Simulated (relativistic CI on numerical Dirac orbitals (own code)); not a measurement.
## Sb³⁹⁺: computed level list

These numbers are calculated, not measured: Dirac-Coulomb-Breit CI, KLI orbitals optimised for each configuration, model QED (radiative potential, 1s self-energy scaled to tabulated hydrogen-like ionisation energies), unscaled Slater integrals (own radial code, finite nucleus).

Configuration list (outside the closed core [Ne]): 3s², 3s3p, 3p², 3s3d, 3d², 3p3d, 3p4s, 3d4s, 3s4s, 3s4p, 3s4d, 3s4f, 3s5s, 3s5p, 3s5d, 3s5f. Levels of other configurations are missing.

```
No.  Configuration  Term  J   E (eV)    %  Next component (%)  jj configuration (%)
  1            3s²    ¹S  0     0.00   99            1 3p² ¹S           closed (99)
  2           3s3p   ³P°  0    79.61  100                            3s 3p1/2 (100)
  3           3s3p   ³P°  1    87.48   83              16 ¹P°         3s 3p1/2 (96)
  4           3s3p   ³P°  2   144.33  100                            3s 3p3/2 (100)
  5           3s3p   ¹P°  1   169.68   82              17 ³P°         3s 3p3/2 (95)
  6            3p²    ³P  0   192.09   75               24 ¹S          3p1/2^2 (98)
  7            3p²    ¹D  2   247.77   58               28 ³P      3p1/2 3p3/2 (86)
  8            3p²    ³P  1   248.70  100                         3p1/2 3p3/2 (100)
  9           3s3d    ³D  1   279.39  100                            3s 3d3/2 (100)
 10           3s3d    ³D  2   283.03   87                7 ¹D         3s 3d3/2 (80)
 11           3s3d    ³D  3   293.52  100                            3s 3d5/2 (100)
 12           3s3d    ¹D  2   299.16   47           39 3p² ³P         3s 3d5/2 (55)
 13            3p²    ¹D  2   328.04   39          32 3s3d ¹D          3p3/2^2 (62)
 14            3p²    ¹S  0   331.70   73               25 ³P          3p3/2^2 (98)
 15           3p3d   ³F°  2   365.46   77              20 ¹D°     3p1/2 3d3/2 (100)
 16           3p3d   ³D°  1   386.43   60              21 ¹P°      3p1/2 3d3/2 (98)
 17           3p3d   ³F°  3   390.29   68              18 ³D°      3p1/2 3d5/2 (93)
 18           3p3d   ³P°  2   390.89   44              31 ³D°      3p1/2 3d5/2 (99)
 19           3p3d   ³D°  2   437.32   44              38 ¹D°      3p3/2 3d3/2 (90)
 20           3p3d   ³F°  4   444.27  100                         3p3/2 3d5/2 (100)
 21           3p3d   ³D°  3   444.34   50              31 ³F°      3p3/2 3d3/2 (75)
 22           3p3d   ³P°  0   444.57  100                         3p3/2 3d3/2 (100)
 23           3p3d   ³P°  1   444.95   69              29 ³D°      3p3/2 3d3/2 (97)
 24           3p3d   ³P°  2   453.68   54              23 ¹D°      3p3/2 3d5/2 (90)
 25           3p3d   ¹F°  3   468.70   67              32 ³D°      3p3/2 3d5/2 (79)
 26           3p3d   ¹P°  1   475.73   76              13 ³P°      3p3/2 3d5/2 (94)
 27            3d²    ³F  2   565.82   86               13 ¹D          3d3/2^2 (95)
 28            3d²    ³F  3   577.69  100                         3d3/2 3d5/2 (100)
 29            3d²    ³P  0   580.78   88               12 ¹S          3d3/2^2 (89)
 30            3d²    ³F  4   585.09   70               30 ¹G      3d3/2 3d5/2 (75)
 31            3d²    ³P  2   586.41   47               41 ¹D      3d3/2 3d5/2 (94)
 32            3d²    ³P  1   588.80  100                         3d3/2 3d5/2 (100)
 33            3d²    ¹G  4   597.51   70               30 ³F          3d5/2^2 (75)
 34            3d²    ³P  2   601.94   51               45 ¹D          3d5/2^2 (99)
 35            3d²    ¹S  0   623.74   87               12 ³P          3d5/2^2 (88)
 36           3s4s    ³S  1  1293.60  100                               3s 4s (100)
 37           3s4s    ¹S  0  1302.93  100                               3s 4s (100)
 38           3s4p   ³P°  0  1335.39   99          1 3p4s ³P°         3s 4p1/2 (99)
 39           3s4p   ³P°  1  1336.12   69              31 ¹P°         3s 4p1/2 (99)
 40           3s4p   ¹P°  1  1360.74   62              29 ³P°         3s 4p3/2 (91)
 41           3s4p   ³P°  2  1361.50  100                            3s 4p3/2 (100)
 42           3p4s   ³P°  0  1389.70   99          1 3s4p ³P°         3p1/2 4s (99)
 43           3p4s   ³P°  1  1393.15   67              25 ¹P°         3p1/2 4s (92)
 44           3s4d    ³D  1  1409.77  100                            3s 4d3/2 (100)
 45           3s4d    ³D  2  1410.40   74               26 ¹D         3s 4d3/2 (98)
```

Energies count from the lowest computed level; ° marks odd parity. Filled j subshells are mostly left out of the jj labels.

The mean weight of the leading LS term, summed over parents, in these 45 levels is 78 %, and that of the leading jj configuration (from the same eigenvectors) 93 %, so jj coupling describes them better and the LS labels are nominal.

At this charge energies of transitions that change n are usually good to better than 1 %, and those within a shell (Δn = 0) to a few per cent.

LS names give the leading component of a level, which can be under half, so a name can repeat, a term be missing and a line seem to break the LS rules.
